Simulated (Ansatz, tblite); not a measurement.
Isomers of KBi4⁻ (singlet), found by a short tight-binding search and relaxed with r2SCAN-D4/def2-SVPD in Ansatz.

In the def2 sets Bi takes a core potential; there is no spin–orbit coupling. The xTB rows come from tblite. Correlated methods freeze 21 core orbitals; core or outer-core shells of K, Bi are correlated, in sets that lack core-valence functions.

Run but left out: HF/def2-SVPD, HF/def2-TZVPD (A: restricted singlet, unstable towards broken spin symmetry).

A: The restricted singlet is unstable towards broken spin symmetry in Hartree–Fock (as tested in another run); at PBE-D4/def2-TZVPD, r2SCAN-D4/def2-TZVPD, r2SCANh-D4/def2-TZVPD, PBE0-D4/def2-TZVPD and others this wasn't settled. At CCSD(T)/def2-SVPD T1 of the charge -1 singlet is large (up to 0.020), so the single-reference result is doubtful. At CCSD(T)/def2-SVPD, MP2/def2-TZVPD the restricted singlet (for correlated methods, its reference) is unstable: a solution with broken spin symmetry lies lower. B: The restricted singlet is unstable towards broken spin symmetry in Hartree–Fock (as tested in another run); at PBE-D4/def2-TZVPD, r2SCAN-D4/def2-TZVPD, r2SCANh-D4/def2-TZVPD, PBE0-D4/def2-TZVPD and others this wasn't settled. At PBE-D4/def2-TZVPD, r2SCAN-D4/def2-TZVPD the highest occupied level of the charge -1 singlet lies above zero (up to 0.09 eV). The electron is either unbound and held by the finite basis, or the level is raised by self-interaction error. At CCSD(T)/def2-SVPD, MP2/def2-TZVPD the restricted singlet (for correlated methods, its reference) is unstable: a solution with broken spin symmetry lies lower.

Other spin states weren't relaxed.

A:

Cartesian coordinates in Å:
```
K 0.584 -0.829 -1.523
Bi -0.616 2.091 0.527
Bi -0.372 -0.651 2.114
Bi 0.441 -3.119 1.064
Bi -0.037 2.508 -2.183
```

B:

```xyz
5

K    -1.202    2.233    0.146
Bi    0.702    0.583   -2.124
Bi    1.837   -0.555    0.491
Bi   -0.580   -1.781   -0.644
Bi   -0.757   -0.480    2.131
```

**Question.** Estimate their order by electronic energy at PBE0-D4/def2-TZVPD, counted from the lowest.

**Answer.** B (0.0) < A (24.7), in kcal/mol.

**Question.** Do the other levels pick the same lowest one?

**Answer.** All that were run do. Energies above each level's lowest (kcal/mol):

```csv
level,A,B
GFN2-xTB,32.1,0.0
PBE-D4/def2-TZVPD,21.5,0.0
r2SCAN-D4/def2-TZVPD,20.9,0.0
r2SCANh-D4/def2-TZVPD,22.0,0.0
PBE0-D4/def2-TZVPD,24.7,0.0
ωB97M-V/def2-TZVPD,27.9,0.0
MP2/def2-SVPD,23.0,0.0
MP2/def2-TZVPD,31.3,0.0
CCSD/def2-SVPD,17.8,0.0
CCSD(T)/def2-SVPD,16.7,0.0
```
Point groups (tolerance 0.1 Å): A C2v, B C2v. Lower isomers may exist.
